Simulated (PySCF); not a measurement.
FH4NO2Si, SMILES N[Si](O)(O)F. Geometry: B3LYP-D3(BJ)/def2-SVP. The structure was generated by enumeration, and PubChem lists no compound with its InChIKey, so it may never have been made. One conformer was computed; it need not be the lowest.

### Question
Give the equilibrium geometry at B3LYP-D3(BJ)/def2-SVP (PySCF confirms it by a frequency run) as bond lengths and angles. (The exact figures need the calculation; the answer reports its results.)

### Answer
This is not unique; one that fits is 
Atoms: N1 Si2 O3 O4 F5 H6 H7 H8 H9. Bonded distances (Å): N1–Si2 1.704, N1–H6 1.015, N1–H7 1.014, Si2–O3 1.652, Si2–O4 1.646, Si2–F5 1.624, O3–H8 0.964, O4–H9 0.965. Angles (°): Si2–N1–H6 118.9, Si2–N1–H7 120.8, H6–N1–H7 111.6, N1–Si2–O3 114.0, N1–Si2–O4 113.3, N1–Si2–F5 104.5, O3–Si2–O4 105.6, O3–Si2–F5 109.2, O4–Si2–F5 110.3, Si2–O3–H8 116.1, Si2–O4–H9 116.0.
